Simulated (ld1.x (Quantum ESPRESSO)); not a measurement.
## holmium (Ho): PAW pseudisation with PBE, fully relativistic reference atom.

ld1.x (Quantum ESPRESSO) 7.5 was run on this input:

```
&input
   title='Ho', zed=67., rel=2, dft='PBE', iswitch=3,
   config='[Xe] 4f11 5d0 6s1 6p0', rel_dist='average',
   nld=7, rlderiv=2.55, eminld=-6.0, emaxld=5.0, deld=0.02
 /
 &inputp
   pseudotype=3, lpaw=.true., tm=.true., lloc=-1, rcloc=1.80,
   nlcc=.true., new_core_ps=.true., rcore=1.40,
   which_augfun='PSQ', rmatch_augfun_nc=.true.,
   file_pseudopw='Ho.UPF', file_wfcaegen='ae.wfc', file_wfcncgen='nc.wfc', file_beta='beta', file_chi='chi', file_wfcusgen='us.wfc'
 /
8
5S  1  0   2.00   0.00  2.00  2.35  0.0
6S  2  0   1.00   0.00  2.00  2.35  0.0
5P  2  1   6.00   0.00  2.00  2.15  0.0
6P  3  1   0.00   0.00  2.00  2.15  0.0
5D  3  2   0.00   0.00  1.70  2.35  0.0
5D  3  2   0.00   1.45  1.70  2.35  0.0
4F  4  3  11.00   0.00  1.05  1.40  0.0
4F  4  3   0.00  -0.10  1.05  1.40  0.0
 &test
   configts(1)='4f11 5s2 5p6 5d0 6s1 6p0'
 /
```

Command:

```bash
ld1.x < Ho.in > Ho.out
```

The program printed (shortened: banner, matrices, multipoles, cross overlaps and the repeated all-electron block are left out):

```
[... start of the log left out ...]
     Speed at rcutus      0.707 a.u.,  v/c =  0.005163,  (v/c)^2 =  0.00002665

     Wfc 5D LC norm =  0.99994108 SC norm =  0.00005214 missing  0.00000678
     Speed at rcutus      0.707 a.u.,  v/c =  0.005156,  (v/c)^2 =  0.00002658

     Wfc 4F LC norm =  0.99939575 SC norm =  0.00060425 missing  0.00000000
     Speed at rcutus      1.042 a.u.,  v/c =  0.007601,  (v/c)^2 =  0.00005778

     Wfc 4F LC norm =  0.99941199 SC norm =  0.00058756 missing  0.00000045
     Speed at rcutus      1.070 a.u.,  v/c =  0.007810,  (v/c)^2 =  0.00006099
      Wfc-us  5S rcutus= 2.329  Estimated cut-off energy=    10.47 Ry
      Wfc-us  6S rcutus= 2.329  Estimated cut-off energy=    21.40 Ry
      Wfc-us  5P rcutus= 2.160  Estimated cut-off energy=    18.09 Ry
      Wfc-us  5P rcutus= 2.160  Estimated cut-off energy=    17.83 Ry
      Wfc-us  6P rcutus= 2.160  Estimated cut-off energy=    32.99 Ry
      Wfc-us  6P rcutus= 2.160  Estimated cut-off energy=    31.17 Ry
      Wfc-us  5D rcutus= 2.329  Estimated cut-off energy=    20.73 Ry
      Wfc-us  5D rcutus= 2.329  Estimated cut-off energy=    20.67 Ry
      Wfc-us  5D rcutus= 2.329  Estimated cut-off energy=    32.48 Ry
      Wfc-us  5D rcutus= 2.329  Estimated cut-off energy=    31.55 Ry
      Wfc-us  4F rcutus= 1.412  Estimated cut-off energy=    79.87 Ry
      Wfc-us  4F rcutus= 1.412  Estimated cut-off energy=    79.76 Ry
      Wfc-us  4F rcutus= 1.412  Estimated cut-off energy=    97.53 Ry
      Wfc-us  4F rcutus= 1.412  Estimated cut-off energy=    92.92 Ry

     Required augmentation: PSQ   radius:    2.350000

     Q pseudized with Bessel functions
     Expected ecutrho=     553.8485 due to l1=  2   l2=  3

 %%%%%%%%%%%%%%%%%%%%%%%%%%%%%%%%%%%%%%%%%%%%%%%%%%%%%%%%%%%%%%%%%%%%%%%%%%%%%%
     Error in routine new_paw_hamiltonian (1):
     negative rho
 %%%%%%%%%%%%%%%%%%%%%%%%%%%%%%%%%%%%%%%%%%%%%%%%%%%%%%%%%%%%%%%%%%%%%%%%%%%%%%

     stopping ...
```

The run stopped because the spherical valence density built from the smooth waves and the augmentation charge turned negative at some radius.

The run took about 0.25 s on one core of a shared server CPU.
